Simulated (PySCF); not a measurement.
Electron correlation in Ge (germanium, neutral)

[Ar] 3d10 4s2 4p2, high-spin 3P determinant. Calculation: PySCF 2.14, in pcseg-2 (6s5p3d1f, 43 functions); the non-relativistic Hamiltonian (point nucleus). Frozen: [Ar] 3d10; 4 electrons correlated.

MP2 pair energies summed by pair of shells (mhartree):

| pair | energy | share (%) |
| --- | --- | --- |
| 4s-4p | -29.78 | 59.9 |
| 4s-4s | -15.19 | 30.5 |
| 4p-4p | -4.75 | 9.5 |

Total MP2 correlation energy: -49.72 mhartree.

Same-spin part -8.52 and opposite-spin part -41.20 mhartree; SCS-MP2 scales them by 1/3 and 6/5 to -52.28 mhartree.

```tsv
level	correlation energy (mhartree)
CCSD	-64.62
(T)	-1.77
CCSD(T)	-66.39
```

Diagnostics: T1 = 0.0090, D1 = 0.0240, largest double amplitude 0.085.

Problem. Is a single reference adequate?

Solution. Mostly. T1 lies below 0.03, but a double amplitude of this size points to a near-degeneracy that CCSD handles and MP2 describes poorly.
